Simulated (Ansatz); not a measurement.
SnSe₄, relaxed as a singlet with RKS PBE-D4/def2-SVP in Ansatz, starting from the GFN1-xTB geometry. Force threshold 0.02 eV/Å.

In the def2 sets Sn takes a core potential; there is no spin–orbit coupling. Another isomer (singlet) lies 0.51 eV lower at PBE0-D4/def2-TZVP; other spin states weren't run for this one.

Start:

```xyz
5

Sn    0.693    1.447    0.285
Se    0.793   -0.844    1.686
Se    0.949   -0.237   -1.797
Se   -0.540   -1.129   -0.221
Se   -1.895    0.763    0.047
```

```csv
step,energy (eV),largest force component (eV/Å),SCF passes
1,-267162.4297,1.519,17
2,-267162.5374,0.922,26
3,-267162.6149,0.375,21
4,-267162.6264,0.035,21
5,-267162.6265,0.010,20
```

Force components are those of the run's own axes.

End:

```xyz
5

Sn    0.733    1.532    0.301
Se    0.806   -0.885    1.726
Se    0.967   -0.261   -1.847
Se   -0.551   -1.152   -0.226
Se   -1.956    0.766    0.046
```

By distances, no bond broke or formed. The bond that changes most is Sn1–Se4, from 2.90 to 3.02 Å (atoms count from 1).

No frequencies were taken in this run, so the end may be a saddle point.

Run time 9 s (4 threads of Arm Neoverse V2 on a shared host).
